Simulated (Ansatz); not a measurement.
The same path of C₃H₉NSn (14 atoms, charge 0, multiplicity 1) was run twice with different band settings. Lost on the way: Sn5–H14. Made: N4–H14.

Level of theory: RKS PBE/def2-SVP in Ansatz 0.2.0.

Relaxed end points:

```xyz
14
Properties=species:S:1:pos:R:3
C -1.188 0.809 1.738
C -0.510 0.416 0.626
C -0.714 1.101 -0.704
N 0.416 -0.624 0.621
Sn 1.463 -1.440 -0.964
H -1.047 0.313 2.711
H -1.899 1.645 1.690
H 0.238 1.529 -1.089
H -1.091 0.389 -1.471
H -1.446 1.925 -0.624
H 0.533 -1.089 1.524
H 0.374 -2.045 -2.167
H 2.509 -0.249 -1.654
H 2.349 -2.710 -0.206
```

```xyz
14
Properties=species:S:1:pos:R:3
C -1.226 0.305 1.487
C -0.265 0.369 0.543
C -0.301 1.262 -0.663
N 0.885 -0.490 0.602
Sn 0.992 -2.439 -0.946
H -1.152 -0.377 2.348
H -2.129 0.923 1.402
H 0.580 1.941 -0.687
H -0.274 0.655 -1.592
H -1.215 1.883 -0.666
H 1.018 -0.888 1.540
H -0.570 -1.872 -1.641
H 1.896 -1.300 -2.029
H 1.748 0.001 0.332
```

Common settings: movable images 5; climbing image yes; spring 5.0 eV/Å²; optimiser quadratic models (default); start path through a guess of the saddle point; iteration limit 60; end points relaxed.

| run | force threshold |
| --- | --- |
| 1 | 0.05 eV/Å |
| 2 | 0.5 eV/Å |

(1) What does each run give, and how far can it be trusted?

Answers

(1) Run 1: converged after 24 iterations, highest image 1.613 eV above the first end. Neighbouring images differ by up to 1.7 eV, so the band resolves the path poorly. A vibrational analysis at the climbing image gives one clearly imaginary mode, 1018i cm⁻¹: a first-order saddle point.
Run 2: converged after 13 iterations, highest image 1.647 eV above the first end. The threshold of 0.5 eV/Å is loose, so the images may lie well off the minimum-energy path. Neighbouring images differ by up to 1.8 eV, so the band resolves the path poorly. The order of the stationary point at the top wasn't checked.
The orbitals stay closed-shell, which can raise the energy where a bond breaks towards radicals; this wasn't checked here.
